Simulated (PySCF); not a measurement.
Vertical excitations of a molecule C2H4ClFSi from TDA-PBE/def2-SVPD (PySCF 2.14.0), as energy in eV (oscillator strength): 5.63 (0.004), 6.09 (0.009), 6.64 (0.018), 6.80 (0.006), 6.99 (0.210), 7.09 (0.050), 7.30 (0.012), 7.70 (0.010), 7.76 (0.052), 7.84 (0.049). Lowest triplet (TDA): 4.28 eV. Coordinates come from a B3LYP-D3(BJ)/def2-SVP optimisation. Other conformers were not sampled.

Task: Which structure fits?
(A) F/C(Cl)=C\[SiH3]
(B) F/C([SiH3])=C\Cl
(C) C=C(F)[SiH2]Cl
(D) C=C[Si@H](F)Cl

Result: D, C=C[Si@H](F)Cl
